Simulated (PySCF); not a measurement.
Run record: geometry optimisation, `[H][Ge-]([H])[H]` ([GeH3]-).

Method: PBE0-D3(BJ)/def2-SVP geometry optimisation, gas phase (PySCF 2.14.0). Start geometry: GFN2-xTB. The input is one job of a driver script: a line of settings, then coordinates in Å.

Input:
```
{"job": {"xc": "PBE0", "basis": "def2-SVP", "d3": "d3bj", "grid": 1, "maxiter": 40, "kind": "geom"}, "charge": -1, "multiplicity": 1}
Ge    -0.007520     0.005800     0.768010
H      1.421950    -0.031460    -0.244430
H     -0.677460     1.249470    -0.271720
H     -0.736970    -1.223820    -0.251850
```

Output:
```
step   0  E = -2078.25471369  max force = 0.042707
step   1  E = -2078.26409458  max force = 0.006368
step   2  E = -2078.26425472  max force = 0.000685
step   3  E = -2078.26426381  max force = 0.000081
optimisation converged
```

Energies in Eh; «max force» is the largest Cartesian gradient component in Eh/bohr.

**Question.** How much energy does the optimisation release, in kJ/mol?

**Answer.** E(step 0) − E(last step) = 0.009550 Eh, which is 25.1 kJ/mol.

**Question.** Give the first gradient maximum in eV/Å.

**Answer.** With 1 Eh/bohr = 51.422 eV/Å, 2.196 eV/Å.

In short: final energy -2078.26426 Eh after 3 steps.

**Question.** Where do the atoms end?

**Answer.** 0.085 Å rms from the input after alignment:
```
atom  x, y, z in Å
Ge1   -0.0055    0.0056    0.6723
H2     1.3504   -0.0324   -0.2128
H3    -0.6460    1.1814   -0.2392
H4    -0.6989   -1.1546   -0.2202
```

**Question.** How long does this job take on one thread of an Arm Neoverse V2, no GPU (shared host)?

**Answer.** About 2.0 s.
Labels such as C1 count atoms from 1, the log's own numbers from 0.
